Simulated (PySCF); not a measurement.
C₄H₇BN₂.
Geometry (BHandHLYP/def2-SVP, Å), atoms numbered from 1 in this order:
```
atom  x, y, z in Å
N1     2.2894    0.0808    0.0456
C2     0.9133   -0.0066    0.0189
C3     0.2270   -1.1875    0.1497
C4    -1.1867   -1.1910    0.1766
C5    -1.9388   -0.0517    0.0604
B6    -1.2067    1.2541   -0.0888
N7     0.2255    1.1561   -0.0930
H8     2.6986    0.7826   -0.5489
H9     2.7700   -0.7987   -0.0221
H10    0.7816   -2.1147    0.2270
H11   -1.6699   -2.1601    0.2872
H12   -3.0202   -0.1400    0.0858
H13   -1.6792    2.3516   -0.1934
H14    0.7850    1.9913   -0.1317
```

The calculation used PySCF, BHandHLYP/def2-SVP geometry optimisation, gas phase.

Take the most abundant isotopes and a rigid rotor. 

Give the principal moments of inertia and the rotational constants in MHz.

Ia = 91.22, Ib = 194.41, Ic = 285.11 u·Å²; 505379 MHz·u·Å²/I gives A = 5540, B = 2600, C = 1773 MHz.

Classify the top.

An asymmetric top. Ray's parameter κ = (2B − A − C)/(A − C) = -0.561; −1 is the prolate and +1 the oblate limit.

What does the inertial defect say?

Not planar: Δ = Ic − Ia − Ib = -0.53 u·Å². For a rigid frame Δ = −2 Σ m c², so Σ m c² = 0.27 u·Å² lies off the ab plane: 0.23 from hydrogen and 0.03 from heavier atoms. The atom farthest from that plane is 0.46 Å away.

Which lines would a microwave search look for?

The dipole components are |μa| = 3.76 D, |μb| = 0.23 D, |μc| = 0.93 D. The squared components, which scale the intensities, stand as 1.00 : 0.00 : 0.06 (a : b : c). Some lines, for components of 0.1 D or more:

```tsv
type	branch	J(Ka,Kc)	MHz	lower level (cm⁻¹)
a	Q	3(2,1) ← 3(2,2)	725	1.323
b	R	3(1,2) ← 2(2,1)	5431	0.885
b	R	2(0,2) ← 1(1,1)	5653	0.244
b	Q	3(1,2) ← 3(0,3)	6455	0.851
c	R	1(1,0) ← 0(0,0)	8139	0.000
b	R	5(2,3) ← 4(3,2)	8439	2.477
b	R	2(1,2) ← 1(0,1)	10858	0.146
b	Q	5(1,4) ← 5(0,5)	12401	2.049
b	Q	3(2,2) ← 3(1,3)	12630	0.901
b	R	3(1,3) ← 2(0,2)	14053	0.432
b	Q	3(3,0) ← 3(2,1)	16149	1.347
b	Q	4(3,2) ← 4(2,3)	17232	1.902
a	R	4(2,3) ← 3(2,2)	17370	1.323
a	R	5(2,4) ← 4(2,3)	21525	1.902
a	R	5(4,2) ← 4(4,1)	22196	3.252
a	R	5(2,3) ← 4(2,2)	23666	1.969
c	R	3(3,1) ← 2(2,1)	29973	0.885
c	R	4(2,3) ← 3(1,3)	29999	0.901
c	R	4(3,2) ← 3(2,2)	34602	1.323
b	R	5(5,0) ← 4(4,1)	52071	3.252
```

No frequency check. Constants of a rigid frame at the computed geometry: no zero-point averaging, no centrifugal distortion. A rigid rotor knows nothing of inversion at nitrogen, which can split or shift real lines. Quadrupole hyperfine structure (11B, 14N) is left out.
